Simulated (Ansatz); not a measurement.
Reaction (substitution at a C–As bond): `OC([SiH3])[AsH2]` + H–F → `OC(F)[SiH3]` + `[AsH3]`

Gas-phase electronic energies from Ansatz, PBE0-D4/def2-TZVP geometries. CCSD(T)/CBS is the MP2 limit (def2-TZVPP, def2-QZVPP) plus CCSD(T) − MP2 in def2-TZVPP, frozen cores. This one scheme is used for every species. DFT in def2-TZVPP. B3LYP here is the variant with VWN-RPA as its local correlation; programs differ in this. For As outer-core shells are correlated without core-valence functions, which leaves a few kJ/mol of doubt a bond. Scalar relativity is left out up to krypton. Each species was taken in one conformer, which may not be the lowest.

```
             level  ΔE (kJ/mol)  difference from CCSD(T)/CBS
            PBE-D4         20.7                        -14.0
         r2SCAN-D4         15.1                        -19.6
          B3LYP-D4         17.0                        -17.7
           ωB97X-V         12.3                        -22.4
           ωB97M-V         16.9                        -17.8
            B2PLYP         16.5                        -18.2
               PBE         12.5                        -22.2
     HF/def2-TZVPP         -4.6                        -39.3
    MP2/def2-TZVPP         43.5                          8.8
SCS-MP2/def2-TZVPP         32.0                         -2.7
   CCSD/def2-TZVPP         25.2                         -9.5
CCSD(T)/def2-TZVPP         29.2                         -5.5
SCS-MP2/def2-QZVPP         35.2                          0.5
      HF/CBS(def2)         -4.2                        -38.9
     MP2/CBS(def2)         49.0                         14.3
    CCSD/CBS(def2)         30.7                         -4.0
       CCSD(T)/CBS         34.7                            0
```

Largest T1 diagnostic among the species: 0.012.

From PBE to PBE0 (25 % exact exchange), in def2-TZVPP and without D4, ΔE moves by +3.7 kJ/mol. The D4 term adds +13.4 kJ/mol with B3LYP and +7.2 kJ/mol with PBE0; it sums over pairs of atoms, weighted by their polarisabilities, and B3LYP, whose exchange is more repulsive, gets the larger term. In def2-TZVPP, CCSD(T) changes the Hartree–Fock value by +33.8 kJ/mol (the triples alone add +4.0 kJ/mol) and MP2 by +48.1 kJ/mol.
